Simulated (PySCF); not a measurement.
Electron correlation in Sb (antimony, neutral)

[Kr] 4d10 5s2 5p3, high-spin 4S determinant. All numbers are calculated (PySCF 2.14, a scalar-relativistic core potential, in def2-QZVPPD with the def2 core potential (28 electrons) (8s6p5d4f1g, 88 functions)). Frozen: 4s2 4p6 4d10; 5 electrons correlated.

| level | correlation energy (mhartree) |
| --- | --- |
| CCSD | -77.15 |
| (T) | -3.00 |
| CCSD(T) | -80.15 |

Diagnostics: T1 = 0.0040, D1 = 0.0103, largest double amplitude 0.040.

Cost of the coupled-cluster step: about 16 core-seconds, for 5 correlated electrons.

Iterations:

```
CC2 = 0
CCSD nocc = (np.int64(4), np.int64(1)), nmo = (79, 79)
frozen orbitals [[0, 1, 2, 3, 4, 5, 6, 7, 8], [0, 1, 2, 3, 4, 5, 6, 7, 8]]
max_cycle = 100
direct = 0
conv_tol = 1e-08
conv_tol_normt = 1e-06
diis_space = 8
diis_start_cycle = 0
Init t2, MP2 energy = -0.0660804128414857
Init E_corr(UCCSD) = -0.066080412859856
cycle = 1  E_corr(UCCSD) = -0.0747262049432705  dE = -0.00864579208  norm(t1,t2) = 0.0361204
cycle = 2  E_corr(UCCSD) = -0.0764708302919946  dE = -0.00174462535  norm(t1,t2) = 0.0102159
cycle = 3  E_corr(UCCSD) = -0.0771644340579253  dE = -0.000693603766  norm(t1,t2) = 0.00363126
cycle = 4  E_corr(UCCSD) = -0.077155042962889  dE = 9.39109504e-06  norm(t1,t2) = 0.000525813
cycle = 5  E_corr(UCCSD) = -0.0771545466239228  dE = 4.96338966e-07  norm(t1,t2) = 6.63747e-05
cycle = 6  E_corr(UCCSD) = -0.077154508011486  dE = 3.86124368e-08  norm(t1,t2) = 9.44356e-06
cycle = 7  E_corr(UCCSD) = -0.0771545406470877  dE = -3.26356017e-08  norm(t1,t2) = 2.48774e-06
cycle = 8  E_corr(UCCSD) = -0.077154537896209  dE = 2.75087871e-09  norm(t1,t2) = 7.4114e-07
UCCSD converged
E(UCCSD) = -239.3551323051167  E_corr = -0.07715453789620902
UCCSD(T) correction = -0.00300056958208881
```
